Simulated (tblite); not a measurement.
Compound: C₃H₁₂N₂Si.
Numbering: `[CH3:1][CH2:2][CH2:3][NH:4][SiH2:5][NH2:6]` (hydrogens: H7, H8, H9 on C1; H10, H11 on C2; H12, H13 on C3; H14 on N4; H15, H16 on Si5; H17, H18 on N6)

Structure used (GFN2-xTB), in Å, numbered top down from 1:
```xyz
18
C3H12N2Si angstrom
C      2.653    0.549   -0.150
C      1.435   -0.193    0.386
C      0.347   -0.350   -0.679
N     -0.812   -1.072   -0.212
Si    -2.086   -0.339    0.682
N     -2.563    1.009   -0.284
H      3.084    0.015   -0.995
H      2.374    1.546   -0.482
H      3.414    0.643    0.621
H      1.012    0.347    1.234
H      1.734   -1.185    0.737
H      0.012    0.637   -1.003
H      0.765   -0.873   -1.549
H     -0.571   -2.016    0.051
H     -1.769    0.271    1.981
H     -3.046   -1.439    0.853
H     -2.697    0.852   -1.270
H     -3.296    1.604    0.067
```

Computed with GFN2-xTB (tblite): harmonic, unscaled wavenumbers at the GFN2-xTB geometry, gas phase. This tight-binding method is rough: wavenumbers can miss measured ones by several per cent, in bad cases by 10 to 20. Modes of hydrogen on silicon can be 10 to 20 % off. One conformer, not necessarily the lowest.

Harmonic wavenumbers (cm⁻¹): 52.0, 73.2, 94.0, 180.5, 221.6, 225.3, 272.4, 335.1, 432.5, 531.7, 548.0, 580.0, 600.7, 732.0, 773.1, 800.0, 811.8, 857.6, 898.1, 921.6, 934.4, 1090.1, 1100.4, 1118.2, 1163.5, 1229.7, 1273.4, 1299.1, 1356.4, 1388.2, 1413.0, 1482.7, 1495.6, 1503.2, 1506.0, 1525.9, 2163.8, 2199.5, 2896.3, 2956.9, 2986.9, 2988.8, 3030.1, 3034.3, 3040.3, 3443.3, 3472.3, 3513.1.

A = 5868, B = 1250, C = 1178 MHz; mass 104.077 u (most abundant isotopes); point group C1, symmetry number 1.

Question: Zero-point energy?

Answer: Half the sum of the wavenumbers: 33273 cm⁻¹ = 95.13 kcal/mol.

Question: Entropy at 298.15 K, 1 bar (ideal gas, RRHO, classical rotation)?

Answer: Translation 39.86, rotation 28.01, vibration 26.20: S = 94.1 cal/(mol K).

Question: And Cp and H(298.15 K) − H(0)?

Answer: Cp = 35.50 cal/(mol K), of which vibrations give 27.55 (their classical limit is 48 R = 95.4); H(298.15 K) − H(0) = 6.50 kcal/mol without the zero-point energy, 4.13 from vibrations.

Question: Which modes carry the vibrational entropy at 298.15 K?

Answer: 52.0 cm⁻¹: 4.74; 73.2 cm⁻¹: 4.07; 94.0 cm⁻¹: 3.58; 180.5 cm⁻¹: 2.32; 221.6 cm⁻¹: 1.95; 225.3 cm⁻¹: 1.92 cal/(mol K); the other 42 give 7.64 together.

Question: How do the functions run with temperature in this model?

Answer: 
```
 T (K)  S (cal/(mol K))  Cp (cal/(mol K))  H − H(0) (kcal/mol)  G − H(0) (kcal/mol)  ln q(vib)
    50             56.5              12.7                 0.49                -2.33       0.46
   100             66.9              17.7                 1.26                -5.43       1.56
373.15            102.8              42.2                 9.42               -28.94       7.97
   500            116.6              52.2                15.42               -42.86      10.91
   750            140.6              66.3                30.36               -75.09      16.54
  1000            161.1              75.9                48.20              -112.86      21.80
```

q(vib) and H(0) count from the zero-point level.

Hindered rotation and anharmonicity are outside this model. Other conformers, if any are populated, would add a mixing term that is left out. The structure is chiral; the term R ln 2 for an equal mix with its mirror image is left out.

On one thread of an Arm Neoverse N1, shared host with 64 logical CPUs at a one-minute load of 55, this took 0.82 s wall. The figure is for the frequency step alone.
